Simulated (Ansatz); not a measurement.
O$_{3}$Re (SMILES [O]=[Re+](=[O])=[O]), charge +1, singlet, geometry from GFN2-xTB (such geometries of metal compounds can be far from the true shape) (the multiplicity is a formal guess) (core potentials on Re); BLYP/def2-SV(P) (Ansatz, an electronic-structure program).

The Ansatz input:
Ansatz 0.2 input:
```yaml
crystal:
  periodic: [false, false, false]
  atoms:
    - {symbol: Re, position_ang: [0.09410804, -0.07891784, -0.12125114]}
    - {symbol: O, position_ang: [-1.30913754, -0.85427840, 0.30762000]}
    - {symbol: O, position_ang: [-0.42814776, 1.44831601, -0.50727999]}
    - {symbol: O, position_ang: [0.85502242, 0.14581715, 1.33638946]}
basis:
  gaussian:
    orbitals: def2-SV_P_.json
    final_grid: {core_spheres: 10, valence_spheres: 20, degree: 41}
hamiltonian:
  xc: blyp
total_charge: 1
```
The basis file holds def2-SV(P) in the JSON format of the Basis Set Exchange.

### Question
Write the output that Ansatz gives for this input, abridged.

### Answer

```
Functional definition: BLYP
713 factors; their error is unknown
mean field evaluation 1: about -8209.5866 eV, gradient 1.6e2 eV
mean field evaluation 2: about -7790.4714 eV, gradient 3.9e2 eV
mean field evaluation 4: about -8254.4817 eV, gradient 3.3e1 eV
mean field evaluation 8: about -8256.7971 eV, gradient 7.2e-1 eV
mean field evaluation 16: about -8256.7654 eV, gradient 5.0e-5 eV
mean field -8256.76544625 eV, -303.4305335129 hartree, gradient 5.1e-5 eV, S^2 0.000000; 0 other end points of the search recorded, 0 dependent functions left out
reference -8256.76576129 eV, -303.4305450906 hartree; 19, 19 occupied and 48, 48 virtual orbitals, 713 factors
Total energy: -8256.76576129 eV, -303.4305450906 hartree
```
